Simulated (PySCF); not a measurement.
An excited-state job on `O[Si@H]([SiH3])[SiH2][GeH3]`.

Method: TDDFT B3LYP/def2-SVPD, vertical, gas phase, core orbitals frozen in the response (PySCF 2.14.0, density-fitted response routines). Geometry: GFN2-xTB. The input is one job of a driver script: a line of settings, then coordinates in Å.

Command:
```bash
OMP_NUM_THREADS=1 python probes_run.py task.json out
```

Input:
```
{"job": {"kind": "uv", "xc": "B3LYP", "basis": "def2-SVPD", "nstates": 8, "ntriplets": 3}, "charge": 0, "multiplicity": 1}
O     -1.613694    -2.171082    -0.474477
Si    -0.916165    -0.869135     0.234114
Si    -2.092316     1.083120    -0.202913
Si     1.232466    -1.068648    -0.610363
Ge     2.411731     0.925320    -0.290260
H     -2.509978    -2.444553    -0.301317
H     -0.938012    -1.123834     1.694376
H     -1.620722     2.174334     0.651266
H     -3.541710     0.970606     0.018116
H     -1.942122     1.529326    -1.592830
H      1.271703    -1.346941    -2.052849
H      2.037865    -2.146325    -0.015227
H      2.594242     1.363704     1.137016
H      3.819790     0.977886    -0.814400
H      1.802507     2.154214    -0.907820
```

Output:
```
coarse grid: 56552 points
cycle   1  E = -3026.1488625613  dE = -4.661e-01  |g| = 8.224e-01  |ddm| = 4.477e+00
cycle   2  E = -3025.8504273224  dE =  2.984e-01  |g| = 1.465e+00  |ddm| = 1.970e+00
cycle   3  E = -3026.2608595876  dE = -4.104e-01  |g| = 1.549e-01  |ddm| = 1.425e+00
cycle   4  E = -3026.2649657722  dE = -4.106e-03  |g| = 4.904e-02  |ddm| = 2.115e-01
cycle   5  E = -3026.2652217368  dE = -2.560e-04  |g| = 7.533e-03  |ddm| = 5.414e-02
cycle   6  E = -3026.2652375797  dE = -1.584e-05  |g| = 1.570e-03  |ddm| = 1.620e-02
cycle   7  E = -3026.2652384649  dE = -8.852e-07  |g| = 4.031e-04  |ddm| = 3.969e-03
final grid: 113744 points
cycle   8  E = -3026.2651442213  dE = -8.226e-08  |g| = 4.536e-04  |ddm| = 7.347e-03
cycle   9  E = -3026.2651441820  dE =  3.930e-08  |g| = 6.400e-04  |ddm| = 1.890e-03
cycle  10  E = -3026.2651442840  dE = -1.020e-07  |g| = 1.095e-04  |ddm| = 8.940e-04
cycle  11  E = -3026.2651442866  dE = -2.613e-09  |g| = 1.428e-05  |ddm| = 1.491e-04
cycle  12  E = -3026.2651442866  dE = -2.728e-11  |g| = 3.244e-06  |ddm| = 1.787e-05
converged SCF energy = -3026.2651442866

Static polarisability (au): isotropic 126.113, principal 103.733 128.629 145.977

Singlet excitations
state   eV       nm        f      main configurations
  1   5.5266    224.3   0.01038   H->L 0.91
  2   5.8737    211.1   0.01686   H-1->L 0.89
  3   6.2456    198.5   0.07163   H->L+1 0.88
  4   6.5092    190.5   0.03964   H-2->L 0.85
  5   6.6547    186.3   0.01979   H-1->L+1 0.91
  6   6.8370    181.3   0.05058   H->L+2 0.46, H->L+3 0.41
  7   6.9014    179.7   0.04532   H->L+3 0.50, H->L+2 0.37
  8   6.9328    178.8   0.00097   H-3->L 0.90

Triplet excitations (Tamm-Dancoff, eV): 4.9770 5.4549 5.6579
```

The SCF starts on a coarse grid where the log names one; the energy can jump when the final grid takes over, and dE then counts from the start density on the new grid. H and L stand for HOMO and LUMO; the number after each pair is its weight.

Q: Give the mean polarisability as a volume in Å³, and the ratio of the largest to the smallest principal value.

A: 126.113 au × 0.148185 = 18.69 Å³; 145.977/103.733 = 1.41.

Q: How does the lowest singlet excitation compare with the HOMO–LUMO gap?

A: HOMO -7.68 eV and LUMO -1.24 eV give a gap of 6.44 eV; S1 at 5.53 eV lies 0.91 eV below it.

In short: HOMO -7.68 eV, LUMO -1.24 eV; lowest singlet 5.53 eV; lowest triplet 4.98 eV (Tamm–Dancoff); mean polarisability 126.1 au.

 Relativistic effects, spin–orbit coupling among them, are left out although an element past zinc is present.

Hardware: an Arm Neoverse N1 with one thread (shared host). Cost: 76 s of wall time, 0.85 GiB resident at most.

One conformer stands for the species.
Labels such as C1 count atoms from 1, the log's own numbers from 0.
